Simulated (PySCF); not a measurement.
The dipole of `FC(F)[C@@H]1O[C@H]1/C=C\CCl` from its density and from atomic charges.

Coordinates (PBE0-D3(BJ)/def2-SVP, Å) and charges (e) from the PBE0/pcSseg-1 density (PySCF):

| atom | x | y | z | Mulliken | IAO | Hirshfeld | ESP-fitted |
| --- | --- | --- | --- | --- | --- | --- | --- |
| F1 | 3.224 | -1.207 | -0.134 | -0.2917 | -0.2931 | -0.0996 | -0.2012 |
| C2 | 1.899 | -1.420 | -0.024 | +0.5916 | +0.4402 | +0.1457 | +0.3696 |
| F3 | 1.436 | -1.770 | -1.247 | -0.3004 | -0.3043 | -0.1040 | -0.2383 |
| C4 | 1.198 | -0.172 | 0.424 | -0.0454 | +0.0338 | +0.0044 | -0.0116 |
| O5 | 1.018 | -0.010 | 1.805 | -0.3888 | -0.3858 | -0.1462 | -0.3893 |
| C6 | -0.135 | -0.283 | 1.032 | -0.0111 | +0.0536 | +0.0257 | +0.4712 |
| C7 | -1.137 | 0.796 | 0.886 | -0.0805 | -0.1439 | -0.0370 | -0.3817 |
| C8 | -2.248 | 0.662 | 0.152 | -0.1153 | -0.1524 | -0.0499 | -0.1273 |
| C9 | -2.558 | -0.564 | -0.639 | -0.2099 | -0.2453 | -0.0303 | -0.2540 |
| Cl10 | -3.350 | -1.833 | 0.374 | -0.1505 | -0.1198 | -0.0783 | -0.1298 |
| H11 | 1.728 | -2.253 | 0.681 | +0.0984 | +0.1466 | +0.0538 | +0.0671 |
| H12 | 1.462 | 0.729 | -0.147 | +0.1414 | +0.1554 | +0.0562 | +0.1210 |
| H13 | -0.546 | -1.293 | 1.170 | +0.1551 | +0.1515 | +0.0442 | +0.0160 |
| H14 | -0.933 | 1.722 | 1.432 | +0.1286 | +0.1666 | +0.0590 | +0.1964 |
| H15 | -2.976 | 1.478 | 0.127 | +0.1228 | +0.1573 | +0.0535 | +0.1703 |
| H16 | -3.250 | -0.353 | -1.463 | +0.1778 | +0.1729 | +0.0562 | +0.1961 |
| H17 | -1.652 | -1.026 | -1.054 | +0.1780 | +0.1668 | +0.0467 | +0.1255 |

Question: Form Σ q r in debye for every column and set it beside the full dipole.

Answer: The full density gives (-0.98, 1.49, -1.00) D, 2.04 D in size; dipole vectors point from the negative to the positive end.

| scheme | μx | μy | μz | size (D) | share of the full size (%) | angle to the full dipole (°) |
| --- | --- | --- | --- | --- | --- | --- |
| Mulliken | -1.78 | 0.72 | -1.75 | 2.60 | 127 | 31 |
| IAO | -2.08 | 1.28 | -0.83 | 2.58 | 126 | 25 |
| Hirshfeld | -0.82 | 0.79 | -0.51 | 1.24 | 61 | 12 |
| ESP-fitted | -1.00 | 1.51 | -1.05 | 2.09 | 102 | 1 |

Question: Which set comes closest?

Answer: Length of the difference vector: ESP-fitted 0.06 D, Hirshfeld 0.87 D, IAO 1.13 D, Mulliken 1.34 D. Closest: ESP-fitted. The schemes that divide the density aren't constrained to reproduce the dipole.

Question: What is left for the Hirshfeld atoms' own dipoles?

Answer: The Hirshfeld atoms' densities add up to the full density, so μ = Σ q r + Σ (atomic dipoles). The atomic dipoles sum to (-0.98, 1.49, -1.00) − (-0.82, 0.79, -0.51) = (-0.16, 0.70, -0.49) D, 0.87 D in size.

Question: With the origin at the mean of the coordinates, (-0.401, -0.400, 0.198) Å, which are the largest single terms, by size, of the ESP-fitted dipole along the direction of the full one?

Answer: C2 -3.09, O5 +2.21, H15 +2.16, F1 +2.10, H16 +2.09 D; all 17 atoms together +2.09 D. The single terms depend on the origin, their sum doesn't.

Question: Give the size of the full dipole in other units.

Answer: 2.04 D = 0.804 au = 0.426 e·Å = 6.82 × 10⁻³⁰ C·m.

Geometry: PBE0-D3(BJ)/def2-SVP, one conformer, isolated molecule.

Conformer computed: `[F:1][CH:2]([F:3])[C@@H:4]1[O:5][C@H:6]1/[CH:7]=[CH:8]\[CH2:9][Cl:10]`: F1–C2–C4–O5 -92°, O5–C6–C7–C8 178°, C7–C8–C9–Cl10 84°.
